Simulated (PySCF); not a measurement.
An equivalent PySCF input for Cr⁺ (chromium, charge +1), [Ar] 3d5, high-spin 6S determinant, with scalar relativity by spin-free X2C-1e:

```python
from pyscf import gto, scf, dft, mp, cc
import basis_set_exchange as bse
mol = gto.M(atom="Cr 0 0 0", charge=1, spin=5, symmetry="D2h",
            basis=gto.basis.parse(bse.get_basis("aug-cc-pVDZ-DK", elements=["Cr"], fmt="nwchem", header=False)),
            nucmod="G")
mf = dft.UKS(mol, xc="B88,P86").sfx2c1e()
mf.irrep_nelec = {'Ag': (5, 3), 'B1g': (1, 0), 'B2g': (1, 0), 'B3g': (1, 0), 'B1u': (2, 2), 'B2u': (2, 2), 'B3u': (2, 2)}
mf.kernel()
```

It reaches the same state as the run whose output follows, with an energy that differs only through the grid. The run itself started from symmetry-adapted Hartree-Fock orbitals and held the occupation by maximum overlap, on a logarithmic radial grid, so the iterations belong to that start.

```
SCF conv_tol = 1e-09
number electrons alpha = 14  beta = 9
XC functionals = B88,P86
    A. D. Becke.,  Phys. Rev. A 38, 3098 (1988)
    J. P. Perdew.,  Phys. Rev. B 33, 8822 (1986)
cycle= 1 E= -1050.65804586581  delta_E= -0.00165  |g|= 0.105  |ddm|= 0.757
cycle= 2 E= -1050.65149732687  delta_E= 0.00655  |g|= 0.17  |ddm|= 0.588
cycle= 3 E= -1050.66224943879  delta_E= -0.0108  |g|= 0.00206  |ddm|= 0.342
cycle= 4 E= -1050.66225141356  delta_E= -1.97e-06  |g|= 0.000194  |ddm|= 0.00627
cycle= 5 E= -1050.66225142688  delta_E= -1.33e-08  |g|= 7.27e-06  |ddm|= 0.000462
cycle= 6 E= -1050.6622514269  delta_E= -1.89e-11  |g|= 6.55e-08  |ddm|= 1.98e-05
converged SCF energy = -1050.6622514269  <S^2> = 8.7501002  2S+1 = 6.0000334
```
